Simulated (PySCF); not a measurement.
An unknown gives this computed stick spectrum. The calculation used TDDFT PBE0/def2-SVPD, vertical, gas phase, core orbitals frozen in the response in PySCF. Geometries: GFN2-xTB, one conformer each.

```csv
state,E (eV),f
S1,5.63,0.0011
S2,6.02,0.016
S3,6.16,0.0062
S4,6.27,0.034
S5,6.44,0.020
S6,6.47,0.011
```

Question: Which structure fits?
A. `C#CCN(C)[SiH2]P`
B. `[H]/N=C/CC(=C)C=C`
C. `C#C/C=C/C#N`
D. `C(/C=C\C)=C/C=N/[H]`

Answer: A. Its S1, at 5.63 eV, is the highest among the candidates; the nearest of the others has S1 at 5.06 eV. S1 is HOMO→LUMO (96%). Löwdin shares by element: HOMO nitrogen 53%, silicon 9%, carbon 9% or more, hydrogen 6% or more (atoms not listed hold the other 23%); LUMO silicon 22%, phosphorus 19%, carbon 8% or more, hydrogen 8% or more (atoms not listed hold the other 43%). At the same level the other candidates give, for their lowest levels:
- `[H]/N=C/CC(=C)C=C`: 5.06 eV (f 0.022); 5.43 eV (f 0.156); 5.85 eV (f 0.072); 6.06 eV (f 0.245); 6.58 eV (f 0.052); T1 3.19 eV; HOMO -6.86, LUMO -1.03 eV
- `C#C/C=C/C#N`: 4.74 eV (f 0.000); 5.04 eV (f 0.516); 5.86 eV (f 0.000); 6.37 eV (f 0.000); 6.57 eV (f 0.064); T1 2.85 eV; HOMO -7.83, LUMO -2.49 eV
- `[H]/N=C/C=C\C=C/C`: 4.23 eV (f 0.001); 4.75 eV (f 0.753); 6.08 eV (f 0.173); 6.37 eV (f 0.004); 6.41 eV (f 0.001); T1 2.60 eV; HOMO -6.61, LUMO -1.65 eV

Shape of the structure used: `[CH:1]#[C:2][CH2:3][N:4]([CH3:5])[SiH2:6][PH2:7]`: C2–C3–N4–C5 70°, C3–N4–Si6–P7 -172°, H–P7–Si6–N4 170°, H–P7–Si6–N4 -97°.
Triplets come from the Tamm–Dancoff approximation.
